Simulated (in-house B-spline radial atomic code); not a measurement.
Radial electron density of Xe²⁺, [Kr] 4d10 5s2 5p4. Level of theory: scalar-relativistic (X2C) B3LYP, spin-polarised, spherical fractional occupations, Fermi nucleus of rms radius 4.7859 fm; calculated with a B-spline radial code for spherical atoms.

Caution: exact exchange at fractional occupations of open shells leaves self-interaction of up to several eV.

One-electron X2C: radii and densities carry no picture-change correction, so inner-shell <1/r> comes out high (for 1s by about 2 % at Z = 33, 5 % at 54, 10 % at 75, 30 % at 118) and <r> low.

Columns: r (bohr), 4πr²n(r) (electrons per bohr), bar.

```
0.000861    2.457 #
 0.00106      3.4 ##
 0.00131    4.711 ##
 0.00162    6.499 ###
   0.002    8.881 ####
 0.00247    12.04 ######
 0.00305    16.14 ########
 0.00376     21.3 ##########
 0.00465    27.76 ##############
 0.00574    35.35 #################
 0.00708    43.85 #####################
 0.00874    52.76 ##########################
  0.0108    61.12 ##############################
  0.0133    67.53 #################################
  0.0165    70.92 ###################################
  0.0203    70.35 ##################################
  0.0251    66.54 ################################
   0.031    62.13 ##############################
  0.0382    61.11 ##############################
  0.0472    66.72 ################################
  0.0583    78.15 ######################################
  0.0719    88.85 ###########################################
  0.0888    90.43 ############################################
    0.11    80.21 #######################################
   0.135    68.04 #################################
   0.167    65.78 ################################
   0.206    73.92 ####################################
   0.255    75.84 #####################################
   0.315    59.29 #############################
   0.388    36.16 ##################
   0.479    25.54 ############
   0.592    28.35 ##############
   0.731    29.11 ##############
   0.902    21.42 ##########
    1.11    12.28 ######
    1.38    7.016 ###
     1.7    5.094 ##
     2.1    3.559 ##
    2.59     1.89 #
     3.2   0.6852 
    3.94   0.1646 
    4.87  0.02282 
    6.01 0.001695 
    7.42 5.96e-05
```

On this grid the curve has 4 maxima, near 0.0165, 0.0888, 0.255, 0.731 bohr.

The 5s down radial function P(r) = rR(r), positive near the nucleus:

| r (bohr) | P |
| --- | --- |
| 0.00037 | 0.01514 |
| 0.000565 | 0.02127 |
| 0.000861 | 0.02967 |
| 0.00131 | 0.04103 |
| 0.002 | 0.05618 |
| 0.00305 | 0.07535 |
| 0.00465 | 0.09779 |
| 0.00708 | 0.1201 |
| 0.0108 | 0.1342 |
| 0.0165 | 0.124 |
| 0.0251 | 0.06843 |
| 0.0382 | -0.04374 |
| 0.0583 | -0.1736 |
| 0.0888 | -0.1918 |
| 0.135 | 0.0215 |
| 0.206 | 0.2916 |
| 0.315 | 0.1229 |
| 0.479 | -0.3871 |
| 0.731 | -0.2693 |
| 1.11 | 0.535 |
| 1.7 | 0.8703 |
| 2.59 | 0.4678 |
| 3.94 | 0.09634 |
| 6.01 | 0.005368 |
